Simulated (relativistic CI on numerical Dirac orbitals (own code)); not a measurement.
Nd⁵⁶⁺: computed level list

Method of calculation: Dirac-Coulomb-Breit CI, separate exchange-only KLI orbitals for each configuration, model QED (radiative potential, 1s self-energy scaled to tabulated hydrogen-like ionisation energies), unscaled Slater integrals (own radial code, finite nucleus).

Configurations in the expansion (outside the closed core 1s2): 2s², 2s2p, 2p², 2p3s, 2p3p, 2s3s, 2s3p, 2s3d, 2s4s, 2s4p, 2s4d, 2s4f, 2s5s, 3s², 2s5p, 2s5d, 2s5f, 2s5g, 3s3p, 3p². Levels of other configurations are missing.

| No. | Configuration | Term | J | E (eV) | % | Next component (%) | Landé g |
| --- | --- | --- | --- | --- | --- | --- | --- |
| 1 | 2s² | ¹S | 0 | 0.0 | 98 | 1 2p² ¹S |  |
| 2 | 2s2p | ³P° | 0 | 122.1 | 100 |  |  |
| 3 | 2s2p | ³P° | 1 | 148.9 | 74 | 26 ¹P° | 1.336 |
| 4 | 2p² | ³P | 0 | 351.4 | 69 | 29 ¹S |  |
| 5 | 2s2p | ³P° | 2 | 701.5 | 100 |  | 1.475 |
| 6 | 2s2p | ¹P° | 1 | 773.4 | 74 | 26 ³P° | 1.111 |
| 7 | 2p² | ³P | 1 | 897.5 | 100 |  | 1.479 |
| 8 | 2p² | ¹D | 2 | 914.4 | 64 | 36 ³P | 1.154 |
| 9 | 2p² | ³P | 2 | 1486.9 | 64 | 36 ¹D | 1.297 |
| 10 | 2p² | ¹S | 0 | 1541.3 | 70 | 30 ³P |  |
| 11 | 2s3s | ³S | 1 | 6829.9 | 100 |  | 1.979 |
| 12 | 2s3s | ¹S | 0 | 6854.8 | 99 | 1 2p3p ¹S |  |
| 13 | 2s3p | ³P° | 0 | 6889.0 | 100 |  |  |
| 14 | 2s3p | ³P° | 1 | 6889.9 | 67 | 32 ¹P° | 1.314 |
| 15 | 2p3s | ³P° | 1 | 6983.3 | 63 | 31 ¹P° | 1.313 |
| 16 | 2p3s | ³P° | 0 | 6984.3 | 100 |  |  |
| 17 | 2p3p | ³D | 1 | 7019.2 | 72 | 22 ¹P | 0.636 |
| 18 | 2s3p | ³P° | 2 | 7059.5 | 100 |  | 1.485 |
| 19 | 2p3p | ³P | 0 | 7060.2 | 68 | 30 ¹S |  |
| 20 | 2s3p | ¹P° | 1 | 7068.3 | 66 | 29 ³P° | 1.162 |
| 21 | 2s3d | ³D | 1 | 7088.4 | 97 | 2 2p3p ³D | 0.502 |
| 22 | 2s3d | ³D | 2 | 7091.4 | 77 | 23 ¹D | 1.113 |
| 23 | 2s3d | ³D | 3 | 7135.1 | 100 |  | 1.320 |
| 24 | 2s3d | ¹D | 2 | 7148.6 | 75 | 22 ³D | 1.034 |
| 25 | 2p3p | ³P | 1 | 7207.2 | 48 | 30 ³S | 1.489 |
| 26 | 2p3p | ³D | 2 | 7210.0 | 52 | 29 ¹D | 1.151 |
| 27 | 2p3s | ³P° | 2 | 7572.1 | 100 |  | 1.479 |
| 28 | 2p3s | ¹P° | 1 | 7580.6 | 67 | 32 ³P° | 1.135 |
| 29 | 2p3p | ³P | 1 | 7624.4 | 52 | 26 ³S | 1.454 |
| 30 | 2p3p | ³D | 2 | 7626.5 | 46 | 34 ¹D | 1.155 |
| 31 | 2p3p | ³D | 3 | 7782.3 | 100 |  | 1.317 |
| 32 | 2p3p | ¹P | 1 | 7782.9 | 53 | 39 ³S | 1.343 |
| 33 | 2p3p | ³P | 2 | 7807.3 | 64 | 36 ¹D | 1.304 |
| 34 | 2p3p | ¹S | 0 | 7829.6 | 69 | 31 ³P |  |
| 35 | 2s4s | ³S | 1 | 9176.7 | 100 |  | 1.982 |
| 36 | 2s4s | ¹S | 0 | 9185.7 | 100 |  |  |
| 37 | 2s4p | ³P° | 0 | 9199.7 | 100 |  |  |
| 38 | 2s4p | ³P° | 1 | 9200.2 | 68 | 32 ¹P° | 1.322 |
| 39 | 2s4p | ³P° | 2 | 9270.9 | 100 |  | 1.489 |
| 40 | 2s4p | ¹P° | 1 | 9272.9 | 68 | 32 ³P° | 1.160 |
| 41 | 2s4d | ³D | 1 | 9282.0 | 100 |  | 0.500 |
| 42 | 2s4d | ³D | 2 | 9283.8 | 73 | 27 ¹D | 1.110 |
| 43 | 2s4d | ³D | 3 | 9302.7 | 100 |  | 1.324 |
| 44 | 2s4d | ¹D | 2 | 9307.6 | 73 | 27 ³D | 1.043 |
| 45 | 2s4f | ³F° | 2 | 9310.0 | 100 |  | 0.665 |
| 46 | 2s4f | ³F° | 3 | 9310.1 | 63 | 37 ¹F° | 1.042 |
| 47 | 2s4f | ³F° | 4 | 9319.7 | 100 |  | 1.242 |
| 48 | 2s4f | ¹F° | 3 | 9320.8 | 63 | 37 ³F° | 1.029 |
| 49 | 2s5s | ³S | 1 | 10243.7 | 100 |  | 1.984 |
| 50 | 2s5s | ¹S | 0 | 10247.9 | 100 |  |  |
| 51 | 2s5p | ³P° | 0 | 10255.2 | 100 |  |  |
| 52 | 2s5p | ³P° | 1 | 10255.4 | 68 | 32 ¹P° | 1.323 |
| 53 | 2s5p | ³P° | 2 | 10291.4 | 100 |  | 1.490 |
| 54 | 2s5p | ¹P° | 1 | 10292.3 | 68 | 32 ³P° | 1.163 |
| 55 | 2s5d | ³D | 1 | 10297.0 | 100 |  | 0.502 |
| 56 | 2s5d | ³D | 2 | 10297.9 | 72 | 28 ¹D | 1.109 |
| 57 | 2s5d | ³D | 3 | 10307.7 | 100 |  | 1.326 |
| 58 | 2s5d | ¹D | 2 | 10309.8 | 72 | 28 ³D | 1.048 |
| 59 | 2s5f | ³F° | 2 | 10311.1 | 100 |  | 0.667 |
| 60 | 2s5f | ³F° | 3 | 10311.2 | 64 | 36 ¹F° | 1.045 |
| 61 | 2s5f | ³F° | 4 | 10316.1 | 100 |  | 1.243 |
| 62 | 2s5f | ¹F° | 3 | 10316.8 | 64 | 36 ³F° | 1.030 |
| 63 | 2s5g | ³G | 4 | 10316.8 | 56 | 44 ¹G | 1.021 |
| 64 | 2s5g | ³G | 3 | 10316.9 | 100 |  | 0.750 |
| 65 | 2s5g | ³G | 5 | 10319.9 | 100 |  | 1.194 |
| 66 | 2s5g | ¹G | 4 | 10320.0 | 56 | 44 ³G | 1.021 |

Energies count from the lowest computed level; ° marks odd parity.

The mean weight of the leading LS term, summed over parents, in these 66 levels is 81 %, and that of the leading jj configuration (from the same eigenvectors) 99 %, so jj coupling describes them better and the LS labels are nominal.

At this charge energies of transitions that change n are usually good to better than 1 %, and those within a shell (Δn = 0) to a few per cent.

LS names give the leading component of a level, which can be under half, so a name can repeat, a term be missing and a line seem to break the LS rules.
